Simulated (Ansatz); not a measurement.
Ansatz (a first-principles code) input (wB97M-V/pcseg-1): A basis named .json is the Basis Set Exchange file of that set (core-valence sets with the plain set on hydrogen).

Ansatz 0.2 input:
```yaml
crystal:
  periodic: [false, false, false]
  atoms:
    - {symbol: C, position_ang: [-0.01339920, 0.11139167, -0.16022262]}
    - {symbol: O, position_ang: [-0.32920301, 1.03750887, -0.78254564]}
    - {symbol: O, position_ang: [0.30270990, -0.81381797, 0.46326680]}
    - {symbol: H, position_ang: [-0.73305950, -1.37736727, -2.70643135]}
    - {symbol: H, position_ang: [-0.53038997, -1.97220017, -2.30717024]}
basis:
  gaussian:
    orbitals: pcseg-1.json
hamiltonian:
  xc: {name: wB97M-V}
magnetization: {spin_polarized: false}
```

Output:

```
Functional definition: wB97M-V
integrals: 0.02 GiB planned
560 factors; their error is unknown
integrals: 0.05 GiB planned
116 factors; integrals over basis functions are off by at most 2.6e-5 eV
mean field: 0.18 GiB planned
mean field evaluation 1: about -5157.6973 eV, gradient 4.4e1 eV
mean field evaluation 2: about -5156.6707 eV, gradient 5.3e1 eV
mean field evaluation 4: about -5160.9506 eV, gradient 5.4e-1 eV
mean field evaluation 8: about -5160.9511 eV, gradient 6.4e-2 eV
mean field -5160.95109155 eV, -189.6614543963 hartree, gradient 6.0e-5 eV, S^2 0.000000; 0 other end points of the search recorded, 0 dependent functions left out
reference -5160.95111930 eV, -189.6614554161 hartree; 12, 12 occupied and 40, 40 virtual orbitals, 560 factors
Total energy: -5160.95111930 eV, -189.6614554161 hartree
```
